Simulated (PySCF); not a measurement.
**Electron correlation in Pd²⁺ (palladium, charge +2)**

[Kr] 4d8, high-spin 3F determinant. All numbers are calculated (PySCF 2.14, the spin-free X2C one-electron Hamiltonian (Gaussian nucleus), in x2c-TZVPPall with one added diffuse shell each of s, p, d, f type (9s7p7d3f1g, 95 functions)). Frozen: [Ar] 3d10; 16 electrons correlated.

MP2 pair energies summed by pair of shells (mhartree):

```tsv
pair	energy	share (%)
4d-4d	-211.51	42.7
4p-4d	-172.11	34.7
4p-4p	-51.20	10.3
4s-4d	-30.54	6.2
4s-4p	-25.64	5.2
4s-4s	-4.30	0.9
```

Total MP2 correlation energy: -495.31 mhartree.

Same-spin part -156.55 and opposite-spin part -338.76 mhartree; SCS-MP2 scales them by 1/3 and 6/5 to -458.70 mhartree.

This basis was not built for core-valence correlation, so the inner-shell part is incomplete.
